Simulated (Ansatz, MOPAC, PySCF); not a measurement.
Molecule: CAuClO (charge 0, singlet). SMILES: [O+]#[C-]->[Au][Cl]
Coordinates optimised at B3LYP-D3(BJ)/def2-TZVP (Ansatz, a quantum-chemistry and plane-wave program):
```xyz
4

Au     0.0000     0.0000    -0.0230
Cl     0.0000     0.0000     2.2276
O      0.0000     0.0000    -3.0591
C      0.0000     0.0000    -1.9301
```

Wanted: size of the dipole moment, in D. Conventions: def2 sets with scalar-relativistic core potentials past Kr; PM7 with its own dispersion and hydrogen-bond terms; 6-31G* and kin with 6d, 5d where marked; no dispersion term unless named; LANL2DZ with its own core potentials from Na on; no spin-orbit coupling. First-principles rows: single points at B3LYP-D3(BJ) geometries (Ansatz). Semi-empirical rows: dipoles at the shared geometry.

```json
[
 {"level": "PM6", "program": "MOPAC", "size of the dipole moment (D)": "7.01"},
 {"level": "PM7", "program": "MOPAC", "size of the dipole moment (D)": "7.21"},
 {"level": "SVWN5/6-31G* with LANL2DZ past Ar", "program": "Ansatz", "size of the dipole moment (D)": "3.99"},
 {"level": "PBE/LANL2DZ", "program": "Ansatz", "size of the dipole moment (D)": "4.03"},
 {"level": "PBE/def2-SVP", "program": "Ansatz", "size of the dipole moment (D)": "3.41"},
 {"level": "PBE/6-31G* with LANL2DZ past Ar", "program": "Ansatz", "size of the dipole moment (D)": "4.19"},
 {"level": "BLYP/6-31G* with LANL2DZ past Ar", "program": "Ansatz", "size of the dipole moment (D)": "4.10"},
 {"level": "BP86/def2-SVP", "program": "PySCF", "size of the dipole moment (D)": "3.41"},
 {"level": "BP86/6-31G* with LANL2DZ past Ar (5d)", "program": "PySCF", "size of the dipole moment (D)": "4.17"},
 {"level": "B3LYP/def2-SVP", "program": "Ansatz", "size of the dipole moment (D)": "3.83"},
 {"level": "B3LYP/6-31G* with LANL2DZ past Ar", "program": "Ansatz", "size of the dipole moment (D)": "4.64"},
 {"level": "PBE0/6-31G* with LANL2DZ past Ar", "program": "Ansatz", "size of the dipole moment (D)": "4.85"},
 {"level": "M06-2X/6-31G* with LANL2DZ past Ar (5d)", "program": "PySCF", "size of the dipole moment (D)": "5.41"}
]
```

No value to compare with is used here. The 13 habitual levels span 3.41 (BP86/def2-SVP) to 7.21 D (PM7).

The levels are drawn from those run, B3LYP/6-31G* more often than the rest, none by its result; runs whose electronic state is in doubt are left out.
